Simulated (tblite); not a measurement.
A geometry optimisation, step by step.

C5H6F2GeO.
Numbering: `[F:1][CH:2]([F:3])[GeH2:4]/[CH:5]=[C:6]1\[CH:7]=[CH:8][O:9]1` (hydrogens: H10 on C2; H11, H12 on Ge4; H13 on C5; H14 on C7; H15 on C8)

Computed with GFN2-xTB (tblite), gas phase: L-BFGS steps from a force-field or distance-geometry start until the largest atomic force falls under 0.01 eV/Å. 13 of its 57 geometries are shown.

Step 0: E = -791.7137 eV, largest atomic force 2.792 eV/Å
```
atom  x, y, z in Å  |  force x, y, z in eV/Å
F1     -3.636    0.204    0.974    0.316   0.205  -1.213
C2     -2.655    0.433    0.010    0.057   0.373   0.752
F3     -3.080    0.220   -1.261   -0.448   0.111   0.591
Ge4    -1.141   -0.756    0.411    0.491  -1.276   1.328
C5      0.187   -0.600   -0.965    0.318   0.055  -0.610
C6      1.376   -0.114   -0.665    0.929   0.527   1.166
C7      1.996    0.370    0.567   -0.591   0.329   2.422
C8      3.135    0.628   -0.085   -0.714  -0.087   0.750
O9      2.592    0.172   -1.285    0.913  -0.213  -2.630
H10    -2.335    1.487    0.121   -0.480  -0.130  -0.209
H11    -1.626   -2.234    0.521    0.102   0.675  -0.116
H12    -0.521   -0.407    1.816   -0.528  -0.121  -0.781
H13    -0.057   -0.898   -1.972    0.037  -0.030  -0.152
H14     1.649    0.465    1.596    0.220  -0.007  -0.486
H15     4.111    1.038    0.195   -0.622  -0.412  -0.811
```

Step 5: E = -792.1265 eV, largest atomic force 0.366 eV/Å
```
atom  x, y, z in Å  |  force x, y, z in eV/Å
F1     -3.648    0.215    0.904    0.090  -0.021  -0.022
C2     -2.615    0.433    0.043   -0.183   0.141   0.066
F3     -3.111    0.223   -1.203    0.055  -0.100  -0.033
Ge4    -1.095   -0.815    0.445   -0.053   0.062  -0.167
C5      0.226   -0.592   -0.971   -0.174  -0.160  -0.075
C6      1.403   -0.102   -0.637    0.154   0.119   0.310
C7      1.989    0.378    0.621   -0.135  -0.049   0.139
C8      3.101    0.617   -0.080    0.047   0.076   0.207
O9      2.613    0.180   -1.313   -0.162  -0.048  -0.156
H10    -2.366    1.503    0.107    0.014  -0.009   0.021
H11    -1.629   -2.206    0.515   -0.073  -0.076  -0.042
H12    -0.558   -0.416    1.778   -0.050  -0.021   0.084
H13    -0.036   -0.892   -1.976    0.176   0.048  -0.021
H14     1.647    0.473    1.629    0.085   0.031  -0.017
H15     4.075    1.006    0.118    0.208   0.007  -0.294
```

Step 9: E = -792.1644 eV, largest atomic force 0.283 eV/Å
```
atom  x, y, z in Å  |  force x, y, z in eV/Å
F1     -3.651    0.212    0.898   -0.057   0.028   0.159
C2     -2.623    0.448    0.050    0.044  -0.116  -0.125
F3     -3.107    0.205   -1.197    0.022   0.053  -0.096
Ge4    -1.104   -0.816    0.424   -0.140  -0.049   0.167
C5      0.234   -0.607   -0.967   -0.034   0.044   0.097
C6      1.397   -0.097   -0.599   -0.066  -0.034  -0.022
C7      1.992    0.378    0.650    0.264   0.095  -0.034
C8      3.100    0.624   -0.067    0.040  -0.030  -0.239
O9      2.583    0.184   -1.299    0.048   0.044   0.125
H10    -2.373    1.516    0.108   -0.062   0.000  -0.013
H11    -1.648   -2.212    0.502   -0.048   0.056  -0.063
H12    -0.582   -0.427    1.781   -0.045  -0.072  -0.077
H13     0.015   -0.880   -1.989    0.117  -0.002  -0.007
H14     1.659    0.484    1.655    0.052   0.018   0.120
H15     4.104    0.997    0.029   -0.135  -0.034   0.010
```

Step 14: E = -792.1907 eV, largest atomic force 0.213 eV/Å
```
atom  x, y, z in Å  |  force x, y, z in eV/Å
F1     -3.655    0.220    0.913    0.005  -0.051  -0.147
C2     -2.633    0.440    0.038   -0.105   0.111   0.065
F3     -3.108    0.207   -1.213   -0.110  -0.035   0.037
Ge4    -1.136   -0.827    0.428    0.019  -0.051  -0.036
C5      0.230   -0.604   -0.934    0.093   0.017   0.003
C6      1.388   -0.093   -0.557    0.064   0.053   0.042
C7      2.033    0.395    0.669   -0.138  -0.038  -0.011
C8      3.109    0.625   -0.097    0.043   0.036   0.115
O9      2.558    0.183   -1.297   -0.075  -0.061  -0.082
H10    -2.398    1.511    0.099    0.063   0.012  -0.022
H11    -1.688   -2.214    0.471   -0.075  -0.035  -0.044
H12    -0.611   -0.456    1.776   -0.012  -0.029   0.063
H13     0.086   -0.870   -1.974   -0.079  -0.016   0.098
H14     1.712    0.499    1.686    0.192   0.028  -0.089
H15     4.110    0.991   -0.029    0.116   0.060   0.006
```

Step 19: E = -792.2141 eV, largest atomic force 0.185 eV/Å
```
atom  x, y, z in Å  |  force x, y, z in eV/Å
F1     -3.680    0.213    0.891   -0.049   0.065   0.065
C2     -2.659    0.446    0.028    0.056  -0.100  -0.057
F3     -3.153    0.204   -1.216    0.031   0.023  -0.013
Ge4    -1.170   -0.851    0.425   -0.034   0.079   0.003
C5      0.239   -0.599   -0.883   -0.045  -0.067   0.003
C6      1.393   -0.077   -0.514    0.010  -0.047  -0.038
C7      2.076    0.418    0.678    0.176   0.052   0.021
C8      3.134    0.633   -0.120    0.017  -0.002  -0.077
O9      2.534    0.177   -1.300    0.142   0.094   0.051
H10    -2.407    1.516    0.080   -0.053  -0.050   0.010
H11    -1.766   -2.226    0.414    0.013   0.041  -0.033
H12    -0.653   -0.509    1.791   -0.069  -0.057   0.015
H13     0.128   -0.869   -1.922   -0.142  -0.046  -0.035
H14     1.841    0.530    1.710   -0.051   0.023   0.113
H15     4.139    1.002   -0.085   -0.001  -0.007  -0.029
```

Step 23: E = -792.2241 eV, largest atomic force 0.116 eV/Å
```
atom  x, y, z in Å  |  force x, y, z in eV/Å
F1     -3.695    0.221    0.888    0.029   0.018  -0.006
C2     -2.670    0.439    0.019   -0.057   0.039   0.043
F3     -3.167    0.205   -1.222    0.029  -0.022  -0.027
Ge4    -1.186   -0.850    0.426    0.068  -0.036  -0.011
C5      0.245   -0.606   -0.864    0.070   0.048   0.022
C6      1.404   -0.077   -0.503    0.048   0.010   0.020
C7      2.110    0.429    0.685   -0.091  -0.071  -0.007
C8      3.153    0.640   -0.131    0.019   0.037   0.057
O9      2.544    0.186   -1.299   -0.074  -0.044  -0.028
H10    -2.416    1.507    0.075   -0.018  -0.005  -0.005
H11    -1.792   -2.221    0.385    0.028   0.030  -0.027
H12    -0.684   -0.540    1.803   -0.074  -0.023   0.035
H13     0.106   -0.879   -1.903   -0.011   0.015   0.077
H14     1.887    0.546    1.726   -0.008  -0.011  -0.113
H15     4.157    1.009   -0.107    0.043   0.016  -0.030
```

Step 28: E = -792.2301 eV, largest atomic force 0.106 eV/Å
```
atom  x, y, z in Å  |  force x, y, z in eV/Å
F1     -3.707    0.228    0.886    0.014  -0.007  -0.030
C2     -2.683    0.441    0.017    0.071  -0.015  -0.005
F3     -3.172    0.195   -1.228    0.021  -0.007   0.055
Ge4    -1.193   -0.855    0.429   -0.073   0.073   0.023
C5      0.256   -0.600   -0.833   -0.056  -0.017  -0.002
C6      1.419   -0.076   -0.486   -0.012  -0.019  -0.021
C7      2.137    0.428    0.687    0.072   0.053  -0.011
C8      3.169    0.650   -0.141   -0.002  -0.044  -0.064
O9      2.542    0.185   -1.300    0.048   0.000  -0.032
H10    -2.430    1.508    0.066   -0.015  -0.001  -0.014
H11    -1.811   -2.214    0.345    0.024  -0.035  -0.032
H12    -0.739   -0.578    1.826   -0.030  -0.005   0.069
H13     0.106   -0.878   -1.867    0.006   0.015  -0.035
H14     1.925    0.557    1.723   -0.050  -0.008   0.081
H15     4.176    1.016   -0.146   -0.017   0.016   0.018
```

Step 33: E = -792.2343 eV, largest atomic force 0.052 eV/Å
```
atom  x, y, z in Å  |  force x, y, z in eV/Å
F1     -3.708    0.230    0.881   -0.008   0.004   0.018
C2     -2.679    0.444    0.018   -0.008  -0.001  -0.004
F3     -3.163    0.183   -1.225    0.014  -0.004  -0.024
Ge4    -1.200   -0.848    0.442    0.040  -0.030   0.014
C5      0.257   -0.594   -0.818   -0.007   0.007  -0.010
C6      1.428   -0.079   -0.485   -0.017   0.007   0.005
C7      2.153    0.431    0.683   -0.023   0.008  -0.004
C8      3.180    0.649   -0.154   -0.008  -0.001   0.014
O9      2.549    0.178   -1.308   -0.008  -0.020   0.028
H10    -2.438    1.514    0.058    0.006   0.012  -0.005
H11    -1.804   -2.212    0.314    0.011   0.010  -0.011
H12    -0.786   -0.600    1.860   -0.005  -0.001   0.010
H13     0.098   -0.872   -1.851   -0.011   0.010  -0.012
H14     1.926    0.557    1.720    0.039   0.004  -0.014
H15     4.183    1.026   -0.159   -0.015  -0.004  -0.006
```

Step 37: E = -792.2349 eV, largest atomic force 0.029 eV/Å
```
atom  x, y, z in Å  |  force x, y, z in eV/Å
F1     -3.709    0.231    0.881    0.006   0.002  -0.010
C2     -2.679    0.444    0.018    0.007  -0.001   0.002
F3     -3.160    0.181   -1.227    0.013  -0.009   0.006
Ge4    -1.198   -0.850    0.447   -0.021   0.018  -0.007
C5      0.256   -0.592   -0.815   -0.006   0.007   0.004
C6      1.427   -0.079   -0.481    0.002  -0.004  -0.003
C7      2.155    0.435    0.683   -0.003  -0.009   0.007
C8      3.181    0.648   -0.156   -0.010   0.002  -0.001
O9      2.547    0.173   -1.306    0.001   0.001  -0.008
H10    -2.440    1.515    0.054    0.009  -0.010   0.001
H11    -1.804   -2.212    0.303    0.008  -0.004   0.000
H12    -0.797   -0.607    1.870    0.005  -0.006  -0.008
H13     0.097   -0.869   -1.849   -0.010   0.007   0.007
H14     1.939    0.560    1.721    0.006   0.014   0.012
H15     4.183    1.028   -0.166   -0.009  -0.009  -0.003
```

Step 42: E = -792.2352 eV, largest atomic force 0.021 eV/Å
```
atom  x, y, z in Å  |  force x, y, z in eV/Å
F1     -3.709    0.233    0.879   -0.012   0.006   0.000
C2     -2.678    0.444    0.018    0.001  -0.003  -0.005
F3     -3.154    0.177   -1.227    0.001   0.001  -0.006
Ge4    -1.200   -0.849    0.447    0.009  -0.017   0.009
C5      0.253   -0.589   -0.814   -0.007   0.000   0.004
C6      1.426   -0.080   -0.480   -0.007   0.003   0.008
C7      2.154    0.434    0.684    0.018   0.002  -0.005
C8      3.179    0.648   -0.156    0.004  -0.004  -0.005
O9      2.545    0.171   -1.306   -0.004   0.006   0.010
H10    -2.437    1.514    0.053    0.004   0.005  -0.003
H11    -1.800   -2.212    0.300   -0.001  -0.002   0.001
H12    -0.798   -0.610    1.871    0.007  -0.002  -0.001
H13     0.092   -0.865   -1.848   -0.005   0.007  -0.001
H14     1.944    0.564    1.723   -0.011   0.000  -0.006
H15     4.180    1.026   -0.168    0.002  -0.001  -0.001
```

Step 47: E = -792.2354 eV, largest atomic force 0.027 eV/Å
```
atom  x, y, z in Å  |  force x, y, z in eV/Å
F1     -3.713    0.237    0.875    0.003   0.005  -0.009
C2     -2.677    0.443    0.017   -0.006   0.002   0.004
F3     -3.149    0.173   -1.229    0.002   0.001  -0.002
Ge4    -1.202   -0.852    0.451   -0.006   0.006   0.002
C5      0.249   -0.585   -0.808    0.010   0.003   0.002
C6      1.424   -0.078   -0.475    0.007   0.004  -0.011
C7      2.159    0.434    0.686   -0.027   0.000   0.005
C8      3.180    0.647   -0.159    0.002   0.004   0.009
O9      2.541    0.171   -1.305    0.001  -0.002  -0.016
H10    -2.434    1.513    0.050    0.003  -0.009  -0.001
H11    -1.800   -2.215    0.295   -0.005  -0.010   0.006
H12    -0.799   -0.617    1.874    0.004  -0.004   0.011
H13     0.087   -0.857   -1.843    0.002   0.007   0.004
H14     1.948    0.570    1.724    0.003  -0.004   0.003
H15     4.182    1.025   -0.174    0.008  -0.002  -0.006
```

Step 51: E = -792.2355 eV, largest atomic force 0.011 eV/Å
```
atom  x, y, z in Å  |  force x, y, z in eV/Å
F1     -3.715    0.241    0.871   -0.005   0.001  -0.001
C2     -2.676    0.442    0.018    0.002  -0.002  -0.002
F3     -3.144    0.172   -1.230    0.002  -0.002  -0.002
Ge4    -1.201   -0.854    0.454    0.003  -0.001   0.001
C5      0.248   -0.583   -0.808   -0.005   0.003  -0.002
C6      1.422   -0.077   -0.477   -0.002  -0.001   0.001
C7      2.156    0.434    0.686    0.007   0.006  -0.004
C8      3.178    0.646   -0.158   -0.002   0.003  -0.004
O9      2.540    0.171   -1.306    0.000   0.006   0.004
H10    -2.430    1.511    0.049    0.004   0.001   0.001
H11    -1.797   -2.218    0.298    0.000   0.006   0.009
H12    -0.793   -0.618    1.876   -0.005  -0.006  -0.001
H13     0.082   -0.851   -1.844    0.002  -0.003  -0.003
H14     1.944    0.570    1.723    0.001  -0.007   0.001
H15     4.181    1.023   -0.173    0.000  -0.004   0.002
```

Step 56: E = -792.2356 eV, largest atomic force 0.010 eV/Å
```
atom  x, y, z in Å  |  force x, y, z in eV/Å
F1     -3.718    0.244    0.867    0.004  -0.001  -0.002
C2     -2.676    0.441    0.017    0.000   0.002   0.002
F3     -3.141    0.170   -1.232    0.004   0.000   0.000
Ge4    -1.202   -0.855    0.456    0.000   0.001  -0.001
C5      0.246   -0.581   -0.807    0.004  -0.004   0.001
C6      1.421   -0.075   -0.476   -0.003   0.009  -0.002
C7      2.157    0.436    0.685   -0.004  -0.008   0.003
C8      3.178    0.647   -0.159    0.001  -0.004   0.002
O9      2.538    0.174   -1.306   -0.006   0.003  -0.005
H10    -2.427    1.510    0.048   -0.001   0.000  -0.002
H11    -1.798   -2.219    0.301    0.000  -0.002   0.001
H12    -0.795   -0.623    1.879   -0.002   0.002   0.001
H13     0.081   -0.849   -1.843   -0.002  -0.002   0.002
H14     1.946    0.568    1.724    0.004  -0.001   0.000
H15     4.182    1.020   -0.175    0.000   0.003   0.001
```

Problem. Summarise the path.

Solution. The energy falls by 50.36 kJ/mol from step 0 to step 56; nine tenths of that is first reached at step 13. It falls at every step. The largest force goes from 2.792 to 0.010 eV/Å. Among the bonds Ge4–H12 changes most, from 1.576 to 1.498 Å; the atoms move by 0.213 Å rms after alignment.

Problem. Follow the three bonds and two angles with the largest change from start to end.

Solution. 
```csv
step,E above end (kJ/mol),largest force (eV/Å),Ge4–H12 (Å),Ge4–H11 (Å),C2–Ge4 (Å),O9–C8–H15 (°),C5–C6–O9 (°)
0,50.36,2.792,1.576,1.559,1.967,133.6,139.5
2,19.09,0.908,1.517,1.507,2.004,128.5,135.3
5,10.53,0.366,1.492,1.491,2.007,126.6,135.8
7,8.67,0.349,1.504,1.503,2.007,124.4,134.8
10,6.20,0.205,1.501,1.497,2.010,121.4,132.2
12,5.40,0.190,1.495,1.493,2.005,121.6,131.7
15,3.86,0.164,1.495,1.495,2.000,122.5,130.1
17,3.08,0.216,1.499,1.497,2.006,122.6,129.2
19,2.08,0.185,1.499,1.499,2.014,122.8,128.7
22,1.32,0.102,1.497,1.500,2.009,122.9,128.8
24,0.96,0.104,1.498,1.498,2.008,122.6,128.6
27,0.68,0.086,1.496,1.496,2.015,122.2,128.4
29,0.38,0.089,1.494,1.495,2.017,122.1,128.6
32,0.16,0.052,1.497,1.498,2.010,122.4,128.8
34,0.11,0.036,1.498,1.498,2.010,122.6,128.8
37,0.07,0.029,1.498,1.497,2.013,122.5,128.6
39,0.06,0.028,1.498,1.497,2.011,122.3,128.6
41,0.05,0.020,1.498,1.497,2.010,122.4,128.6
44,0.03,0.017,1.497,1.496,2.010,122.5,128.5
46,0.03,0.016,1.497,1.496,2.010,122.5,128.5
49,0.01,0.017,1.498,1.497,2.010,122.4,128.5
51,0.01,0.011,1.498,1.497,2.011,122.4,128.6
54,0.00,0.015,1.498,1.497,2.011,122.4,128.6
56,0.00,0.010,1.498,1.497,2.010,122.4,128.5
```

The cost below is that of the whole relaxation. On Arm Neoverse N1, one thread, shared host with 64 logical CPUs at a one-minute load of 57, this took 0.61 s wall.
